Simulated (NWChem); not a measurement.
**HF2Ga in NWChem**

```xyz
4

Ga     0.0000     0.0000    -0.3177
H      0.0000     0.0000    -1.8593
F      1.4476     0.0000     0.6505
F     -1.4476     0.0000     0.6505
```
Charge 0, spin multiplicity 1.

All runs are NWChem calculations. Structure: optimised with PBE0/def2-SVP, a minimum by its harmonic frequencies.

Symmetry labels belong to the abelian group C2v used in the runs, with the axes of the coordinates shown.

The Hamiltonian is non-relativistic. The structure started from a generated list of species.

Question: List the lowest 3 singlet excitations that TD-PBE/def2-SVPD gives, with oscillator strengths.

Answer: 
| state | symmetry | energy (eV) | wavelength (nm) | f |
|---|---|---|---|---|
| 1 | b2 | 6.70 | 185 | 0.019 |
| 2 | a2 | 6.86 | 181 | 0.000 |
| 3 | b1 | 7.13 | 174 | 0.006 |
